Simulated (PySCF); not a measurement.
Bonds (- single, = double, # triple, : aromatic): C1-C2 1.501 Å, C2=O3 1.202 Å, C2-N4 1.412 Å, N4:C5 1.387 Å, C5:C6 1.366 Å, C6:N7 1.376 Å, N7:C8 1.299 Å, C8:N4 1.380 Å. C1 carries H9, H10, H11; C5 carries H12; C6 carries H13; C8 carries H14.

Geometry: PBE0-D3(BJ)/def2-SVP; GIAO absolute shieldings from PySCF, gas phase, non-relativistic, averaged over equivalent atoms.

At PBE0/pcSseg-1 (166 basis functions, 32 s wall time on 1 thread of an Arm Neoverse N1, shared host):
| atoms | σ (ppm) |
| --- | --- |
| C2 | 15.2 |
| C8 | 44.4 |
| C6 | 46.0 |
| C5 | 65.3 |
| C1 | 160.6 |
| O3 | -180.5 |
| N7 | -44.3 |
| N4 | 24.0 |
| H14 | 23.03 |
| H13 | 24.11 |
| H12 | 24.29 |
| H9/H10/H11 | 28.85 |

Q: Predict the values at PBE/pcSseg-1 on the same geometry.

A: 
```csv
atoms,σ at PBE/pcSseg-1,change
C2,14.7,-0.5
C8,44.6,+0.2
C6,43.7,-2.3
C5,63.1,-2.2
C1,156.3,-4.3
O3,-178.6,+1.9
N7,-43.8,+0.5
N4,16.3,-7.7
H14,23.14,+0.11
H13,24.18,+0.07
H12,24.34,+0.05
H9/H10/H11,28.80,-0.05
```

The largest change is at N4 (pyrrole-type ring nitrogen). Cost: 166 basis functions, 42 s wall time on 1 thread of an Arm Neoverse N1, shared host. The order of the carbon signals changes between the two levels.
